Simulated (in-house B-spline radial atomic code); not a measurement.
Zr²⁹⁺. Computed with a B-spline radial atomic code. Model: all-electron spherical atom, spin shells full or empty, radial basis limit, no spin-orbit coupling: exact exchange with a local potential (Slater, KLI or optimised effective potential, whose far tail is KLI's), no correlation.

Empty minority-spin level lies below the highest occupied level: each spin potential is zero at infinity, spin occupations fixed.

Exchange potential has not reached -1/r at the last radius.

The run also made RPA and GW results, which its time includes.

The Slater potential averages the orbital exchange potentials with the orbital densities as weights, KLI adds orbital constants, and the optimised effective potential minimises the exact-exchange energy among local potentials. So their energies lie above Hartree-Fock in the order OEP, KLI, Slater. All fall off as −1/r, unlike LDA and GGA exchange.

Command:
```bash
python run_gw.py task.json out
```
Settings (lengths in bohr, energies in hartree):
```
Z                      40
electrons              11
configuration          [Ne] 3s1
hamiltonian            nr
method                 kli
lmax                   9
spin_polarised         True
box_radius             3.12
intervals              63
ion_configuration      [He] 2s2 2p6
```

Run time, properties included: 4 s on 1 thread of Arm Neoverse N1 (shared host).

Given: hamiltonian non-relativistic; mean-field start exchange-only KLI.

Computed: energy above Hartree-Fock 4.1322 millihartree; virial ratio -E/T less 1 -9e-06.

| radius (bohr) | r times exchange potential up (hartree bohr) | r times exchange potential down (hartree bohr) |
| --- | --- | --- |
| 0.00125 | -0.041415 | -0.042588 |
| 0.0015 | -0.049653 | -0.051062 |
| 0.00179 | -0.05918 | -0.060863 |
| 0.00214 | -0.07063 | -0.072645 |
| 0.00256 | -0.084292 | -0.086707 |
| 0.00307 | -0.10074 | -0.10365 |
| 0.00367 | -0.11987 | -0.12336 |
| 0.00439 | -0.14246 | -0.14665 |
| 0.00526 | -0.16917 | -0.17423 |
| 0.00629 | -0.19986 | -0.20597 |
| 0.00753 | -0.23532 | -0.24274 |
| 0.00901 | -0.27536 | -0.2844 |
| 0.0108 | -0.32027 | -0.33135 |
| 0.0129 | -0.36789 | -0.3815 |
| 0.0154 | -0.41741 | -0.43421 |
| 0.0185 | -0.46828 | -0.48935 |
| 0.0221 | -0.51373 | -0.54015 |
| 0.0265 | -0.55177 | -0.5853 |
| 0.0317 | -0.57641 | -0.61917 |
| 0.0379 | -0.58571 | -0.64047 |
| 0.0454 | -0.58465 | -0.65459 |
| 0.0543 | -0.59424 | -0.68064 |
| 0.065 | ? | ? |
| 0.0777 | -0.75072 | -0.86607 |
| 0.093 | -0.87978 | -1.0135 |
| 0.111 | -0.99673 | -1.1567 |
| 0.133 | -1.0788 | -1.2769 |
| 0.159 | ? | ? |
| 0.191 | -1.0516 | -1.3743 |
| 0.228 | -0.92849 | -1.349 |
| 0.273 | -0.78647 | -1.292 |
| 0.327 | -0.78511 | -1.2225 |
| 0.391 | -0.88063 | -1.1544 |
| 0.468 | -0.95287 | -1.0924 |
| 0.561 | -0.98665 | -1.037 |
| 0.671 | -0.99753 | -0.98854 |
| 0.803 | -0.99983 | -0.94552 |

Q: What belongs in the row 0.065?

A: r times exchange potential up (hartree bohr): -0.64684; r times exchange potential down (hartree bohr): -0.74817.

Q: What belongs in the row 0.159?

A: r times exchange potential up (hartree bohr): -1.1019; r times exchange potential down (hartree bohr): -1.3516.

| occupied | level (hartree) | Hartree-Fock level (hartree) |
| --- | --- | --- |
| 1s up | -697.13 | -706.29 |
| 1s down | -698.47 | -706.12 |
| 2s up | -141.1 | -143.59 |
| 2s down | -142.68 | -143.35 |
| 2p up | -134.54 | -136.21 |
| 2p down | ? | ? |
| 3s up | -57.019 | -57.021 |

Q: What belongs in the row 2p down?

A: level (hartree): -136.09; Hartree-Fock level (hartree): -136.1.

```csv
empty,level (hartree)
3s down,-57.816
3p down,-55.68
3p up,-54.785
3d down,-52.836
3d up,-51.643
4s down,-31.142
4s up,-30.958
4p down,-30.247
4p up,?
4d down,?
4d up,-28.877
4f down,-28.461
4f up,-28.181
```

Q: What belongs in the row 4p up?

A: level (hartree): -30.041.

Q: What belongs in the row 4d down?

A: level (hartree): -29.119.

The highest level, 3s up, differs from Hartree-Fock by +0.041 eV and the deepest, 1s down, by +208 eV: a local potential can match the highest level but can't give each shell its own exchange.
